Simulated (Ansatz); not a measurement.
Reaction (cleavage of the Si–Si bond): `[SiH3][SiH2][NH][GeH3]` + `[OH][Ga]([OH])[Br]` → `[OH][Ga]([Br])[O][SiH3]` + `[SiH3][NH][GeH3]`

Program: Ansatz. Geometries: PBE0-D4/def2-TZVP. ΔE: electronic, gas phase. CBS: MP2 limit from def2 TZ/QZ plus the TZ coupled-cluster correction, frozen cores. DFT in def2-TZVPP. For Br, Ga, Ge outer-core shells are correlated without core-valence functions, which leaves a few kJ/mol of doubt a bond. Scalar relativity is left out up to krypton. Each species was taken in one conformer, which may not be the lowest.

`[SiH3][SiH2][NH][GeH3]`:

Cartesian coordinates in Å:
```
Si -0.913 -2.354 0.515
Si 0.040 -0.601 -0.714
N -0.182 0.893 0.115
Ge 0.922 2.365 0.055
H -0.197 -2.556 1.803
H -0.879 -3.627 -0.258
H -2.337 -2.037 0.823
H 1.507 -0.804 -0.864
H -0.540 -0.628 -2.093
H -1.105 1.082 0.479
H 0.561 3.305 -1.114
H 0.772 3.129 1.381
H 2.350 1.834 -0.128
```

`[OH][Ga]([OH])[Br]`:

Z-matrix (Å, degrees):
```
Ga
O 1 1.767
Br 1 2.265 2 119.2
O 1 1.773 2 119.0 3 180.0
H 2 0.961 1 112.4 3 -180.0
H 4 0.960 1 113.7 2 180.0
```

`[OH][Ga]([Br])[O][SiH3]`:

```xyz
9

O     1.331   -0.556    2.589
Ga    0.673   -0.842    0.976
Br    0.802   -2.894    0.048
O    -0.078    0.505    0.117
Si   -0.815    0.785   -1.320
H     1.216    0.355    2.874
H    -0.513    2.178   -1.737
H    -0.329   -0.156   -2.366
H    -2.287    0.625   -1.180
```

`[SiH3][NH][GeH3]`:

Z-matrix (Å, degrees):
```
Si
N 1 1.718
H 1 1.489 2 110.3
H 1 1.486 2 107.3 3 119.9
H 1 1.492 2 114.2 3 -120.6
Ge 2 1.839 1 127.5 3 -145.3
H 2 1.009 1 117.0 3 48.6
H 6 1.538 2 108.4 1 146.5
H 6 1.534 2 106.7 1 26.5
H 6 1.543 2 111.7 1 -93.5
```

```
  level  ΔE (kJ/mol)
 revPBE        -70.6
r2SCANh        -94.4
```

(1) What does CCSD(T)/CBS give? (An estimate is asked.)

Largest T1 diagnostic among the species: 0.012.

Answers

(1) The calculation gave: -100.8 kJ/mol. The listed levels differ from it by 30.2, 6.4 kJ/mol.

From PBE to PBE0 (25 % exact exchange), in def2-TZVPP and without D4, ΔE moves by −10.4 kJ/mol. In def2-TZVPP, CCSD(T) changes the Hartree–Fock value by +28.2 kJ/mol (the triples alone add +3.8 kJ/mol) and MP2 by +21.0 kJ/mol. Leaving LDA and LC-ωPBE aside and taking each functional with its dispersion term where it has one, the values, not all of them listed here, spread over 41.8 kJ/mol, from BHLYP-D4 to PBE-D4.
